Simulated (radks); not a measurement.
Question: These are the eigenvalues of the occupied orbitals of an atom or ion with whole-number occupations (hartree). All-electron calculation, Dirac Kohn-Sham, SOGGA, spin-unpolarised, spherical densities, point nucleus. Program: a radial shooting solver on a logarithmic mesh with Libxc functionals.

orbital  eigenvalue
1s1/2     -2175.406
2s1/2     -366.8087
2p1/2     -349.6328
2p3/2     -313.6302
3s1/2     -82.42191
3p1/2     -74.86590
3p3/2     -67.26453
3d3/2     -54.37269
3d5/2     -52.71108
4s1/2     -16.22401
4p1/2     -13.18690
4p3/2     -11.46886
4d3/2      -6.47308
4d5/2      -6.16058
5s1/2      -1.95641
5p1/2      -1.13766
5p3/2      -0.92725
6s1/2      -0.13993
4f5/2      -0.13571
4f7/2      -0.09179

Which element is it, and in what charge state? The configuration may be excited. Open shells, if any, fill j = l - 1/2 first.

Answer: Z = 69, thulium, charge 0: Tm in [Xe] 4f13 6s2. The list shows which subshells hold electrons but not how many an open one holds; the 1s level, -2175.4 hartree, gives Z - s = 66.0 by -(Z - s)^2/2, which with screening and relativity narrows Z to a few neighbours, and the depths of the outer levels then fix element, charge and occupations together.
